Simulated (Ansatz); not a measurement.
Consider the ligand exchange at a Ge–Cl bond: `CC(C)[O][Ge][Cl]` + H–F → `CC(C)[O][Ge][F]` + HCl.

Program: Ansatz. Geometries: PBE0-D4/def2-TZVP. ΔE: electronic, gas phase. CCSD(T)/CBS adds triple-zeta CCSD(T) − MP2 to the extrapolated MP2 energy (def2 sets, frozen cores). This one scheme is used for every species. DFT in def2-TZVPP. For Ge outer-core shells are correlated without core-valence functions, which leaves a few kJ/mol of doubt a bond. Scalar relativity is left out up to krypton. One conformer a species, not always the lowest.

| level | ΔE (eV) |
| --- | --- |
| r2SCAN-D4 | 0.01 |
| ωB97M-V | -0.02 |
| PBE | 0.02 |
| r2SCAN | -0.01 |

Task: What does CCSD(T)/CBS give? (Best estimate.)

Result: The calculation gave: +0.06 eV. The listed levels differ from it by -0.05, -0.08, -0.04, -0.07 eV.

Largest T1 diagnostic among the species: 0.014.

The D4 term adds +0.07 eV with B3LYP and +0.04 eV with PBE0; it sums over pairs of atoms, weighted by their polarisabilities, and B3LYP, whose exchange is more repulsive, gets the larger term. From PBE to PBE0 (25 % exact exchange), in def2-TZVPP and without D4, ΔE moves by +0.03 eV.

B3LYP here is the variant with VWN-RPA as its local correlation; programs differ in this.
